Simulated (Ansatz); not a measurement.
Ansatz (a first-principles code) input:

Ansatz 0.2 input:
```yaml
crystal:
  periodic: [false, false, false]
  atoms:
    - {symbol: Si, position_ang: [-0.21855488, -0.22630866, 0.49444322]}
    - {symbol: C, position_ang: [-2.02670085, -0.22781155, 0.25996117]}
    - {symbol: Cl, position_ang: [0.68777815, -1.35755267, -0.97261018]}
    - {symbol: Cl, position_ang: [0.50231633, 1.69766403, 0.34662977]}
    - {symbol: H, position_ang: [0.18346958, -0.77285411, 1.79787259]}
    - {symbol: H, position_ang: [-2.49827062, 0.25068268, -0.59016805]}
    - {symbol: H, position_ang: [-2.69683158, -0.72453112, 0.95199039]}
basis:
  gaussian:
    orbitals: cc-pVTZ-DK
magnetization: {spin_polarized: true, initial_magnetization: 1}
correlation: {method: ccsd_t, electrons: outside_noble_gas}
```

Q: Which total energy does the run end on?

A: -1251.84083 Eh (X2C-CCSD(T)/cc-pVTZ-DK). The basis has 174 functions.

It need not be the lowest isomer of its formula.
